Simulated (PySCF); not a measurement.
I (iodine, neutral) across methods

[Kr] 4d10 5s2 5p5, 2P determinant. Calculation: PySCF 2.14, in def2-QZVPPD with the def2 core potential (28 electrons); scalar relativity through the core potential.

| method | E (hartree) | mean ε 5s β (eV) | mean ε 5p α (eV) | mean ε 5p β (eV) | Σ⟨r²⟩ (bohr²) | ⟨S²⟩ |
| --- | --- | --- | --- | --- | --- | --- |
| r2SCAN | -297.7964 | -17.450 | -7.761 | -7.004 | 59.14 | 0.756 |
| BLYP | -297.6298 | -17.011 | -7.171 | -6.582 | 59.90 | 0.752 |
| PBE | -297.6665 | -17.079 | -7.391 | -6.727 | 59.57 | 0.753 |
| LDA | -297.2601 | -17.420 | -7.498 | -6.870 | 59.50 | 0.751 |
| HSE06 | -297.6924 | -18.342 | -8.184 | -7.470 | 59.40 | 0.754 |
| PBE0 | -297.6941 | -18.747 | -8.611 | -7.876 | 59.30 | 0.754 |
| wB97M-V | -297.6660 | -21.347 | -10.737 | -10.037 | 59.60 | 0.753 |
| UHF | -296.65974 | -22.672 | -11.432 | -10.421 | 59.83 | 0.761 |

Estimate the same row for BP86.

E (hartree) = -297.8148; mean ε 5s β (eV) = -17.237; mean ε 5p α (eV) = -7.483; mean ε 5p β (eV) = -6.850; Σ⟨r²⟩ (bohr²) = 59.43; ⟨S²⟩ = 0.753.

Energies and moments cover only the electrons outside the core potential.
